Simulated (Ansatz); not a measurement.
Calculated with Ansatz (gas phase, PBE0-D4/def2-TZVP geometries, no zero-point term in ΔE). CCSD(T)/CBS adds triple-zeta CCSD(T) − MP2 to the extrapolated MP2 energy (def2 sets, frozen cores). This one scheme is used for every species, atoms too. DFT in def2-TZVPP. No spin–orbit coupling; open shells (•) take unrestricted orbitals. Spin–orbit coupling would lower the free atoms: a little for C. One conformer a species, not always the lowest.

Reaction (atomization): `CCCCNC(C)C` → 7 C• + 17 H• + N•

Q: What is ΔE at CCSD(T)/CBS? (Estimate.)

A: Ansatz gave: +9812.7 kJ/mol.

Q: What do these levels give: revPBE-D4, CAM-B3LYP-D4, ωB97X-V, PBE-QIDH, revPBE, LC-ωPBE, HF/def2-SVP, HF/def2-TZVPP, MP2/def2-TZVPP, SCS-MP2/def2-TZVPP, CCSD/def2-TZVPP, MP2/def2-QZVPP? (Estimate.)

A: Computed: revPBE-D4 9795.3, CAM-B3LYP-D4 9875.7, ωB97X-V 9836.7, PBE-QIDH 9800.1, revPBE 9619.4, LC-ωPBE 9807.3, HF/def2-SVP 7463.1, HF/def2-TZVPP 7335.9, MP2/def2-TZVPP 9681.0, SCS-MP2/def2-TZVPP 9672.0, CCSD/def2-TZVPP 9485.8, MP2/def2-QZVPP 9804.5 kJ/mol.

Largest T1 diagnostic among the species: 0.009.

At CCSD(T), def2-SVP lies −369.9 kJ/mol from the extrapolated value and def2-TZVPP −210.6 kJ/mol: correlation converges slowly with the basis, and small sets miss more of it in the bonded molecule than in its fragments. From r2SCAN to r2SCAN0 (25 % exact exchange), in def2-TZVPP and without D4, ΔE moves by −83.7 kJ/mol: exact exchange takes away binding that semilocal exchange gives to molecules.

For atomizations the MP2-based limit and the directly extrapolated one differ by several kJ/mol either way, and by 10 to 25 for some Ge, Se and Sn compounds, so smaller differences from it don't rank the levels.
